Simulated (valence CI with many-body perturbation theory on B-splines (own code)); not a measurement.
# E1 transitions of Pb50+

Computed by valence CI with perturbative core correlation (CI+MBPT): four valence electrons over a frozen Dirac-Fock core [Ar] 3d10, radial functions for each j: 11 s, 11 p, 9 d, 7 f, 5 g, 2 h, 1 i, with the one-electron correlation potential Σ1 (screened to all orders), the two-electron term Σ2, the three-electron term Σ3, Breit, model QED; selected single and double excitations, second order for the rest (own B-spline code, finite nucleus).

No measured spectrum was set against this ion. As an estimate, large intervals hold to a few tenths of a per cent, small ones and those within an open d or f shell to about a per cent.

Lines 201 to 241 of 241 in falling wavelength, among levels below 709.39 eV, chosen from the strongest by gf and those to the six lowest levels. Wavelengths and rates use the calculated energies. Electric multipoles are in the length gauge, E1 and E2 with the static RPA response of the core. Weak lines are less certain than strong ones. Lines between different terms over intervals too small for the method are left out, as are lines whose strength nearly cancels. The highest levels of a list are the least certain.

Levels are named by their leading jj configuration (3d3/2^4 stands for four electrons in 3d with j = 3/2), which in mixed levels can hold well under half, so a name can repeat and another be missing. Letters in brackets count levels of one name in rising energy.

| λ vac (nm) | Upper | Lower | A (s⁻¹) | S (a.u.) with core polarisation | S without |
| --- | --- | --- | --- | --- | --- |
| 3.390 | (4s 4p1/2 4p3/2 4d3/2) J=3 [c] | (4s 4p1/2^2 4p3/2) J=2 | 1.08e+11 | 1.45e-02 | 1.54e-02 |
| 3.386 | (4s 4p1/2 4p3/2 4d3/2) J=2 [d] | (4s 4p1/2^2 4p3/2) J=1 | 1.92e+12 | 1.84e-01 | 1.94e-01 |
| 3.307 | (4s 4p1/2^2 4f5/2) J=2 | (4s^2 4p3/2^2) J=2 | 4.08e+05 | 3.64e-08 | 3.82e-08 |
| 3.303 | (4s 4p1/2^2 4f5/2) J=3 | (4s^2 4p3/2^2) J=2 | 2.01e+07 | 2.51e-06 | 2.65e-06 |
| 3.300 | (4s 4p1/2 4p3/2 4d5/2) J=1 [a] | (4s 4p1/2^2 4p3/2) J=1 | 5.02e+11 | 2.67e-02 | 2.82e-02 |
| 3.292 | (4s 4p1/2 4p3/2 4d3/2) J=1 [d] | (4s 4p1/2^2 4p3/2) J=2 | 3.24e+09 | 1.71e-04 | 1.80e-04 |
| 3.277 | (4s 4p1/2 4p3/2 4d5/2) J=2 [b] | (4s 4p1/2^2 4p3/2) J=1 | 1.17e+11 | 1.02e-02 | 1.08e-02 |
| 3.256 | (4s 4p1/2 4p3/2 4d5/2) J=2 [a] | (4s 4p1/2^2 4p3/2) J=2 | 2.70e+10 | 2.30e-03 | 2.43e-03 |
| 3.236 | (4s 4p1/2 4p3/2 4d3/2) J=2 [d] | (4s 4p1/2^2 4p3/2) J=2 | 2.93e+10 | 2.45e-03 | 2.58e-03 |
| 3.218 | (4s^2 4p3/2 4d5/2) J=2 | (4s^2 4p1/2 4p3/2) J=2 | 6.01e+07 | 4.94e-06 | 5.25e-06 |
| 3.206 | (4s 4p1/2 4p3/2 4d5/2) J=1 [b] | (4s 4p1/2^2 4p3/2) J=1 | 3.03e+10 | 1.48e-03 | 1.56e-03 |
| 3.199 | (4s 4p1/2 4p3/2 4d5/2) J=3 [a] | (4s 4p1/2^2 4p3/2) J=2 | 1.26e+11 | 1.43e-02 | 1.51e-02 |
| 3.177 | (4s^2 4p3/2 4d5/2) J=2 | (4s^2 4p1/2 4p3/2) J=1 | 4.07e+09 | 3.22e-04 | 3.41e-04 |
| 3.158 | (4s 4p1/2 4p3/2 4d5/2) J=1 [a] | (4s 4p1/2^2 4p3/2) J=2 | 2.99e+09 | 1.39e-04 | 1.48e-04 |
| 3.155 | (4s 4p1/2 4p3/2 4d5/2) J=3 [b] | (4s 4p1/2^2 4p3/2) J=2 | 1.52e+11 | 1.65e-02 | 1.74e-02 |
| 3.150 | (4s 4p1/2 4p3/2 4d5/2) J=1 [c] | (4s 4p1/2^2 4p3/2) J=1 | 1.72e+09 | 7.96e-05 | 8.44e-05 |
| 3.141 | (4s 4p1/2 4p3/2 4d5/2) J=0 | (4s 4p1/2^2 4p3/2) J=1 | 3.16e+11 | 4.84e-03 | 5.11e-03 |
| 3.139 | (4s 4p1/2 4p3/2 4d5/2) J=2 [c] | (4s 4p1/2^2 4p3/2) J=1 | 5.77e+07 | 4.40e-06 | 4.61e-06 |
| 3.136 | (4s 4p1/2 4p3/2 4d5/2) J=2 [b] | (4s 4p1/2^2 4p3/2) J=2 | 4.90e+10 | 3.73e-03 | 3.94e-03 |
| 3.105 | (4s 4p1/2 4p3/2 4d5/2) J=2 [d] | (4s 4p1/2^2 4p3/2) J=1 | 8.21e+09 | 6.07e-04 | 6.41e-04 |
| 3.091 | (4s^2 4p3/2 4d5/2) J=3 | (4s^2 4p1/2 4p3/2) J=2 | 2.50e+10 | 2.55e-03 | 2.70e-03 |
| 3.087 | (4s 4p1/2 4p3/2 4d5/2) J=3 [c] | (4s 4p1/2^2 4p3/2) J=2 | 1.25e+10 | 1.27e-03 | 1.34e-03 |
| 3.071 | (4s 4p1/2 4p3/2 4d5/2) J=1 [b] | (4s 4p1/2^2 4p3/2) J=2 | 2.29e+10 | 9.82e-04 | 1.04e-03 |
| 3.066 | (4s^2 4p3/2 4d5/2) J=1 | (4s^2 4p1/2 4p3/2) J=2 | 1.37e+10 | 5.86e-04 | 6.17e-04 |
| 3.029 | (4s^2 4p3/2 4d5/2) J=1 | (4s^2 4p1/2 4p3/2) J=1 | 6.93e+09 | 2.85e-04 | 3.01e-04 |
| 3.019 | (4s 4p1/2 4p3/2 4d5/2) J=1 [c] | (4s 4p1/2^2 4p3/2) J=2 | 4.08e+08 | 1.66e-05 | 1.72e-05 |
| 3.010 | (4s 4p1/2 4p3/2 4d5/2) J=2 [c] | (4s 4p1/2^2 4p3/2) J=2 | 5.09e+09 | 3.42e-04 | 3.61e-04 |
| 2.998 | (4s 4p1/2 4p3/2 4d5/2) J=3 [d] | (4s 4p1/2^2 4p3/2) J=2 | 2.82e+10 | 2.62e-03 | 2.77e-03 |
| 2.978 | (4s 4p1/2 4p3/2 4d5/2) J=2 [d] | (4s 4p1/2^2 4p3/2) J=2 | 6.41e+10 | 4.18e-03 | 4.42e-03 |
| 2.719 | (4s 4p3/2^3) J=2 | (4s^2 4p1/2 4p3/2) J=2 | 1.31e+09 | 6.48e-05 | 6.81e-05 |
| 2.690 | (4s 4p3/2^3) J=2 | (4s^2 4p1/2 4p3/2) J=1 | 3.07e+09 | 1.47e-04 | 1.55e-04 |
| 2.681 | (4s 4p1/2 4p3/2^2) J=1 [a] | (4s^2 4p1/2^2) J=0 | 6.42e+09 | 1.83e-04 | 1.93e-04 |
| 2.659 | (4s 4p1/2 4p3/2^2) J=1 [b] | (4s^2 4p1/2^2) J=0 | 1.07e+08 | 2.99e-06 | 3.09e-06 |
| 2.620 | (4s 4p3/2^3) J=1 | (4s^2 4p1/2 4p3/2) J=2 | 2.95e+09 | 7.86e-05 | 8.27e-05 |
| 2.593 | (4s 4p3/2^3) J=1 | (4s^2 4p1/2 4p3/2) J=1 | 1.62e+08 | 4.17e-06 | 4.45e-06 |
| 2.359 | (4s^2 4p3/2 4d3/2) J=1 | (4s^2 4p1/2^2) J=0 | 2.16e+07 | 4.21e-07 | 4.57e-07 |
| 2.294 | (4s 4p1/2^2 4f5/2) J=2 | (4s^2 4p1/2 4p3/2) J=2 | 3.82e+08 | 1.14e-05 | 1.20e-05 |
| 2.292 | (4s 4p1/2^2 4f5/2) J=3 | (4s^2 4p1/2 4p3/2) J=2 | 8.45e+07 | 3.52e-06 | 3.70e-06 |
| 2.273 | (4s 4p1/2^2 4f5/2) J=2 | (4s^2 4p1/2 4p3/2) J=1 | 1.30e+08 | 3.76e-06 | 3.95e-06 |
| 2.171 | (4s^2 4p3/2 4d5/2) J=1 | (4s^2 4p1/2^2) J=0 | 2.63e+09 | 3.98e-05 | 4.22e-05 |
| 1.938 | (4s 4p3/2^3) J=1 | (4s^2 4p1/2^2) J=0 | 6.90e+07 | 7.43e-07 | 7.85e-07 |
